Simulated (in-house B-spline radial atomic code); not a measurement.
A fraction x of an electron is removed from 3d in Cu+, starting from [Ar] 3d10 and keeping the highest spin. Method: scalar-relativistic (X2C) BHandHLYP, spin-polarised, spherical fractional occupations, Fermi nucleus of rms radius 3.8823 fm. Calculated with a B-spline radial code for spherical atoms.

Caution: exact exchange at fractional occupations of open shells leaves self-interaction of up to several eV.

```csv
x,E(x) - E(0) (eV),3d down level (eV)
0,0.0000,-18.157
0.09,1.6849,-19.290
0.15,2.8653,-20.060
0.32,6.4651,-22.305
0.39,8.0596,-23.255
0.5,10.7009,-24.776
0.51,10.9494,-24.916
0.66,14.8460,-27.049
0.8,18.7755,-29.095
0.9,21.7593,-30.586
1,24.8936,-32.103
```

The exact functional would give a straight line between the two integer points. Deviations E(x) - E(0) - x[E(1) - E(0)], in eV: -0.556 at x = 0.09, -0.869 at x = 0.15, -1.501 at x = 0.32, -1.649 at x = 0.39, -1.746 at x = 0.5, -1.746 at x = 0.51, -1.584 at x = 0.66, -1.139 at x = 0.8, -0.645 at x = 0.9.

The curve lies below the straight line by up to 1.746 eV (at x = 0.5): convex, the delocalisation error, to which spherically averaged exact exchange adds.

Question: How well does Slater's transition state (minus the level at half occupation) give the ionisation energy?

Answer: It gives 24.776 eV against 24.894 eV from the two total energies; NIST lists 20.29 eV, ground level to ground level. The end point has an open shell averaged over its orbitals, so its exact exchange keeps a self-interaction and this is no true integer point.
